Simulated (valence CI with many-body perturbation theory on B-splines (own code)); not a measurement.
Level structure of Ru23+

Computed by valence CI with perturbative core correlation (CI+MBPT): three valence electrons over a frozen Dirac-Fock core [Ar], radial functions for each j: 7 s, 7 p, 8 d, 6 f, 4 g, 1 h, with the one-electron correlation potential Σ1, the two-electron term Σ2, the three-electron term Σ3, Breit, model QED; selected CI, second order for the rest, scaled by the run's own slope (own B-spline code, finite nucleus).

No measured spectrum was set against this ion. As an estimate, terms of the open shell hold to 2 to 4 % of their energy, and close levels can change places. Only levels of the ground parity were solved; by the run's estimate the other parity begins above the list, which can be wrong where configurations are misplaced.

Levels 1 to 19 of 19, with energies above the lowest level, 3d³ ⁴F_3/2. "Leading %" is the weight of the configuration and term that name the level; weights of strongly mixed levels are sums over their largest components and can fall short. In the jj column 3d3/2^4 stands for four electrons in 3d with j = 3/2. Lifetimes count E1, E2, E3, M1 and M2 decay at the calculated energies, and are blank where another channel may lead or the interval is too uncertain; long ones can be off by a factor of two.

```csv
No.,Configuration,Term,J,E (cm⁻¹),Leading %,Second component,Leading jj,Lifetime
1,3d³,⁴F,3/2,0.0,86,12 % 3d³ ²D,3d3/2^3 (69 %),
2,3d³,⁴F,5/2,23326,96,4 % 3d³ ²D,3d3/2^2 3d5/2 (90 %),2.05 ms
3,3d³,⁴F,7/2,43075,89,9 % 3d³ ²G,3d3/2 3d5/2^2 (51 %),3.48 ms
4,3d³,⁴F,9/2,57450,68,26 % 3d³ ²G,3d3/2^2 3d5/2 (53 %),15.9 ms
5,3d³,⁴P,3/2,66076,51,32 % 3d³ ²P,3d3/2^2 3d5/2 (77 %),955 μs
6,3d³,⁴P,1/2,75138,75,25 % 3d³ ²P,3d3/2^2 3d5/2 (95 %),5.28 ms
7,3d³,²G,7/2,96046,87,10 % 3d³ ⁴F,3d3/2 3d5/2^2 (64 %),445 μs
8,3d³,²H,9/2,100230,56,25 % 3d³ ⁴F,3d3/2^2 3d5/2 (46 %),632 μs
9,3d³,⁴P,5/2,105170,91,8 % 3d³ ²D,3d3/2 3d5/2^2 (63 %),1.27 ms
10,3d³,²D,3/2,118270,48,39 % 3d³ ⁴P,3d3/2 3d5/2^2 (93 %),202 μs
11,3d³,²P,1/2,126280,75,25 % 3d³ ⁴P,3d3/2 3d5/2^2 (95 %),468 μs
12,3d³,²H,11/2,136310,100,,3d3/2 3d5/2^2 (100 %),1.46 ms
13,3d³,²D,5/2,145690,90,6 % 3d³ ⁴P,3d3/2 3d5/2^2 (65 %),356 μs
14,3d³,²G,9/2,152280,54,38 % 3d³ ²H,3d5/2^3 (73 %),289 μs
15,3d³,²P,3/2,170480,59,29 % 3d³ ²D,3d5/2^3 (84 %),214 μs
16,3d³,²F,5/2,179860,88,11 % 3d³ ²D,3d3/2 3d5/2^2 (49 %),664 μs
17,3d³,²F,7/2,180090,96,,3d3/2 3d5/2^2 (86 %),573 μs
18,3d³,²D,3/2,268260,99,,3d3/2 3d5/2^2 (84 %),
19,3d³,²D,5/2,269090,87,10 % 3d³ ²F,3d5/2^3 (61 %),98.4 μs
```

Names give the largest LS component (configuration and term), which can be under half, so a name can repeat, a term be missing and a line seem to break the LS rules; names also repeat where a configuration has a term twice.

The ionisation energy to 3d² ³F2 of the next ion comes out as 1116 eV (NIST: 1115 ± 4 eV (theoretical)). All 19 levels together are meant to be complete up to 279850 cm⁻¹.
